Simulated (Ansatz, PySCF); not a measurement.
System: C3HO, charge 0, multiplicity 2. It need not be the lowest isomer of its formula. 
Coordinates optimised at B3LYP-D3(BJ)/def2-TZVP (Ansatz, an electronic-structure program):
SMILES: C#C[C]=O
```xyz
5

C      1.5220     0.7641     0.8625
C      0.5172     0.3532     0.2207
C     -0.5009    -0.3058    -0.2418
O     -1.4299    -0.8078    -0.7406
H      2.2090     1.5934     0.8767
```
Charge 0, spin multiplicity 2.

Total electronic energies in hartree. Correlated levels leave the core frozen unless marked. UHF or UKS for open shells. Spin-orbit coupling is left out. No relativistic terms. CBS marks a two-point X^-3 extrapolation of the correlation energy; Hartree-Fock from the larger set. [CCSD(T)-MP2]/basis is that difference in the basis named.

The UHF reference is spin-contaminated (<S^2> 0.37 over the pure value in the largest basis). The T1 diagnostic of CCSD in the largest basis is 0.049, which is high, so the coupled-cluster rows are less sure than usual.

```tsv
level	program	energy (Eh)
HF/cc-pVQZ	Ansatz	-189.00185
RI-HF/cc-pVQZ	Ansatz	-189.00175
PBE0/6-31G*	Ansatz	-189.78054
BHLYP-D3(BJ)/def2-TZVPD	Ansatz + dftd3	-189.97187
TPSSh-D3(BJ)/def2-TZVPD	PySCF + dftd3	-190.09282
r2SCANh/def2-TZVPD	Ansatz	-189.96608
PW6B95-D3(BJ)/def2-TZVPD	PySCF + dftd3	-190.31573
PW6B95/def2-TZVPD	PySCF	-190.31445
MN15-D3(BJ)/def2-TZVPD	PySCF + dftd3	-189.85993
HSE06-D3(BJ)/def2-TZVPD	Ansatz + dftd3	-189.85065
CAM-B3LYP/def2-TZVPD	Ansatz	-189.98988
B2GP-PLYP/def2-TZVPD	Ansatz	-189.89296
B2PLYP-D4/def2-TZVPD	Ansatz + dftd4	-189.93838
PBE-QIDH/def2-TZVPD	Ansatz	…
RI-MP2/cc-pVTZ	Ansatz	-189.61804
RI-MP2/CBS(cc-pVTZ,cc-pVQZ)	Ansatz	-189.7076
SCS-MP2/cc-pVTZ	Ansatz	-189.59995
CCSD/6-31G*	Ansatz	-189.45643
CCSD/aug-cc-pVDZ	Ansatz	-189.50848
CCSD(T)/6-31G	Ansatz	-189.23098
CCSD(T)/6-31G*	Ansatz	-189.48185
CCSD(T)/aug-cc-pVDZ	Ansatz	-189.53678
RI-MP2/CBS(cc-pVTZ,cc-pVQZ)+[CCSD(T)-MP2]/cc-pVTZ	Ansatz	-189.7726
```

Task: Complete the blanks.

Result: 
- PBE-QIDH/def2-TZVPD, energy (Eh): -189.81398
